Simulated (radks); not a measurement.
Valence configurations of the indium ion In+ (all share [Kr]). All-electron calculation, Dirac Kohn-Sham, LDA (Slater exchange, Perdew-Wang correlation), spin-unpolarised, spherical densities, finite nucleus; open shells fill j = l - 1/2 first; Fermi nuclear charge, rms radius 4.6156 fm. Program: a radial shooting solver on a logarithmic mesh with Libxc functionals. Energies are relative to 4d10 5s2; eigenvalues in eV.

| valence | E (eV) | e(4d3/2) | e(4d5/2) | e(5p1/2) | e(5p3/2) | e(5s1/2) |
|---|---|---|---|---|---|---|
| 4d10 5s2 | 0.000 | -26.774 | -25.905 | - | - | -15.300 |
| 4d10 5s1 5p1 | 6.363 | -28.165 | -27.291 | -9.746 | - | -16.184 |
| 4d10 5p2 | 12.879 | -29.477 | -28.598 | -10.402 | - | - |
| 4d9 5s2 5p1 | 18.885 | -32.502 | -31.581 | -10.678 | - | -17.612 |
| 4d9 5s1 5p2 | 25.892 | -33.755 | -32.830 | -11.294 | - | -18.374 |
| 4d8 5s2 5p2 | 41.849 | -38.189 | -37.216 | -12.176 | - | -19.732 |
| 4d8 5p4 | 58.648 | -40.870 | -39.888 | -13.459 | -12.743 | - |
| 4d7 5s2 5p3 | 69.755 | -44.084 | -43.059 | -13.696 | -12.929 | -21.864 |
| 4d7 5p5 | 87.968 | -46.595 | -45.561 | -14.879 | -14.053 | - |
| 4d6 5s2 5p4 | 102.13 | -49.971 | -48.893 | -15.147 | -14.269 | -23.892 |

NIST lists [Kr] 4d10 5s2 as the ground configuration; this level of theory agrees among the configurations tried. The energies are those of spherical spin-averaged densities, not of single terms.
